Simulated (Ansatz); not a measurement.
CH3Mg (SMILES [CH3][Mg+]), charge +1, singlet, geometry from GFN2-xTB (such geometries of metal compounds can be far from the true shape); B3LYP/aug-cc-pVDZ in Ansatz (a first-principles code).

Input for Ansatz:
Ansatz 0.2 input:
```yaml
crystal:
  periodic: [false, false, false]
  atoms:
    - {symbol: Mg, position_ang: [-0.66340694, -0.39668681, -0.52537335]}
    - {symbol: C, position_ang: [0.81021333, 0.48447027, 0.64163406]}
    - {symbol: H, position_ang: [1.31116875, -0.33067603, 1.18338454]}
    - {symbol: H, position_ang: [0.29824984, 1.18120060, 1.32087899]}
    - {symbol: H, position_ang: [1.49018477, 1.00289557, -0.04958766]}
basis:
  gaussian:
    orbitals: aug-cc-pVDZ
hamiltonian:
  xc: b3lyp
total_charge: 1
scf: {lower_state_search: full}
```

Q: Predict the main parts of the log of this Ansatz run.

A: 
```
Functional definition: B3LYP
753 factors; their error is unknown
mean field evaluation 1: about -6502.0562 eV, gradient 8.9e1 eV
mean field evaluation 2: about -6443.2793 eV, gradient 1.3e2 eV
mean field evaluation 4: about -6522.6659 eV, gradient 1.2e1 eV
mean field evaluation 8: about -6523.2790 eV, gradient 1.1e-1 eV
mean field evaluation 16: about -6523.2790 eV, gradient 2.7e-5 eV
mean field evaluation 32: about -6498.0043 eV, gradient 4.4e1 eV
mean field -6523.27899437 eV, -239.7260814058 hartree, gradient 2.7e-5 eV, S^2 0.000000; 0 other end points of the search recorded, 0 dependent functions left out
reference -6523.27924409 eV, -239.7260905829 hartree; 10, 10 occupied and 67, 67 virtual orbitals, 753 factors
Total energy: -6523.27924409 eV, -239.7260905829 hartree
```
